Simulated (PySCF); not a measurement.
**Assignment exercise: C₇H₆O**

Geometry (Å), atoms numbered from 1 in this order:
```xyz
14

C    -3.359   -0.589   -0.910
C    -1.961   -0.385   -0.579
C    -0.789   -0.207   -0.311
C     0.570   -0.019    0.024
C     1.350   -0.517    1.041
C     2.649    0.035    0.855
C     2.563    0.824   -0.256
O     1.320    0.799   -0.762
H    -3.538   -1.608   -1.289
H    -4.003   -0.437   -0.029
H    -3.681    0.120   -1.688
H     1.016   -1.197    1.821
H     3.534   -0.132    1.465
H     3.283    1.443   -0.785
```

- spin–spin couplings from B3LYP/pcJ-1 (without the spin–dipole term)
- shielding tensors at KT2/pcSseg-1 (GIAO)
- PBE0-D3(BJ)/def2-SVP geometry
- run in PySCF 2.14.0 with density-fitted response routines
- non-relativistic Hamiltonian, one conformer, no solvent model, averaged over atoms made equivalent by symmetry, fast rotation or ring inversion

Shifts are taken against calculated references (same method and geometry level): 13C (183.22 ppm) and 1H (31.18 ppm) against TMS.

Question: Assign these signals to the numbered atoms. 13C{1H} NMR (computed): δ 136.2, 132.0, 111.5, 106.9, 90.5, 71.1, 6.7.

Answer: 
136.2 → C7, aromatic CH next to the ring oxygen
132.0 → C4, substituted aromatic carbon next to the ring oxygen
111.5 → C5, aromatic CH
106.9 → C6, aromatic CH
90.5 → C2, alkyne carbon: the triple bond shields along its axis, which puts it between sp3 and sp2 carbons
71.1 → C3, alkyne carbon
6.7 → C1, propargylic methyl carbon: aliphatic region, no heteroatom directly attached

Question: Assign these signals to the numbered atoms. 1H NMR (300 MHz, computed): δ 7.16 (d, J = 2.3 Hz, 1H), 6.46 (d, J = 3.8 Hz, 1H), 6.31 (dd, J = 3.8, 2.3 Hz, 1H), 2.27 (s, 3H).

Answer: 
| δ (ppm) | atoms | environment | reason |
| --- | --- | --- | --- |
| 7.16 | H14 | hydrogen on an aromatic CH next to the ring oxygen | the ring current deshields protons in the ring plane |
| 6.46 | H12 | hydrogen on an aromatic CH | ring-current deshielding |
| 6.31 | H13 | hydrogen on an aromatic CH | – |
| 2.27 | H9/H10/H11 | hydrogen on a propargylic methyl carbon | – |

Splittings below 1 Hz are ignored in the labels, and close J values are merged. Unscaled 3J(H,H) at this level run about 10 % above measured values. Shifts are as computed. Against solution values, carbons near 30 ppm lie about +2 ppm off and those near 130 ppm about -5 ppm. Of 1211 compounds with measured shifts, 218 miss one by over three times the rms of a fit or turn the order of signals round; such compounds aren't used in these exercises.
